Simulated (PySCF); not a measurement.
Level of theory: B3LYP-D3(BJ)/def2-TZVP in PySCF. Isolated molecules, 0 K electronic values unless said otherwise. B3LYP has the VWN-RPA correlation part, as in Gaussian. Delta-SCF ions had no search for a lower state. Excitations are Tamm–Dancoff values on a coarser integration grid. The basis has no diffuse functions, so Rydberg states are missing or too high.

Reference species (SMILES): `[Al]([Br])([Br])[Br]` (neutral, multiplicity 1).

The T1 excitation (TDA) is 5.22 eV. The S1 excitation (TDA) is 5.49 eV and the vertical ionisation energy (Delta-SCF) is 10.40 eV.

Changed species: `[Br][AlH][Br]` (1 of 3 Br replaced by H; the reference has 0 of 3 Br replaced by H).

Question: What does the change do to the T1 excitation (TDA), S1 excitation (TDA) and vertical ionisation energy (Delta-SCF)?

Answer: the T1 excitation (TDA) rises by 0.13 eV, to 5.35 eV; the S1 excitation (TDA) falls by 0.03 eV, to 5.46 eV; the vertical ionisation energy (Delta-SCF) goes up by 0.24 eV, to 10.64 eV.
